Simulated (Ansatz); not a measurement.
C3H7FGe can be A, `C/C(F)=[CH]/[GeH3]`, or B, `[F][GeH]1[CH2]C[CH2]1`.

Calculated with Ansatz (gas phase, PBE0-D4/def2-TZVP geometries, no zero-point term in ΔE). CCSD(T)/CBS is the MP2 limit (def2-TZVPP, def2-QZVPP) plus CCSD(T) − MP2 in def2-TZVPP, frozen cores. Functionals use def2-TZVPP. B3LYP here is the variant with VWN-RPA as its local correlation; programs differ in this. For Ge outer-core shells are correlated without core-valence functions, which leaves a few kJ/mol of doubt a bond. Scalar relativity is left out up to krypton.

A:

```xyz
12

C     0.4310    1.8797   -0.9026
C    -0.1313    0.6196   -0.3647
F    -1.4514    0.5168   -0.6324
C     0.4676   -0.3531    0.3037
Ge   -0.4574   -1.9359    0.9265
H     0.2846    1.9264   -1.9853
H     1.4949    1.9515   -0.6833
H    -0.0836    2.7399   -0.4654
H     1.5265   -0.2342    0.4991
H     0.5621   -2.8274    1.6543
H    -1.0573   -2.7196   -0.2517
H    -1.5857   -1.5639    1.9016
```

B:

```xyz
12

F    -1.296    0.658    2.349
Ge   -1.105    0.440    0.625
C     0.598    1.070   -0.118
C     0.748   -0.328   -0.771
C    -0.196   -1.213    0.083
H    -2.459    0.857    0.023
H     1.309    1.218    0.697
H     0.644    1.927   -0.788
H     1.779   -0.690   -0.806
H     0.387   -0.294   -1.802
H    -0.724   -2.008   -0.441
H     0.316   -1.638    0.949
```

Which isomer does CCSD(T)/CBS put lower? Give the gap. (Best estimate.)

Ansatz gave: B, by 31.9 kcal/mol.

Give E(B) − E(A) in kcal/mol with PBE0-D4, ωB97M-V, B2PLYP, CCSD(T)/def2-TZVPP, B3LYP, CCSD/def2-TZVPP, B3LYP-D4. (Best estimate.)

Computed: PBE0-D4 -30.9, ωB97M-V -29.9, B2PLYP -29.0, CCSD(T)/def2-TZVPP -30.5, B3LYP -26.0, CCSD/def2-TZVPP -30.6, B3LYP-D4 -26.6. None reverses the order clearly.

Largest T1 diagnostic: 0.012.

In def2-TZVPP, CCSD(T) changes the Hartree–Fock value by −5.6 kcal/mol (the triples alone add +0.0 kcal/mol) and MP2 by −9.8 kcal/mol. From PBE to PBE0 (25 % exact exchange), in def2-TZVPP and without D4, E(B) − E(A) moves by −2.0 kcal/mol.
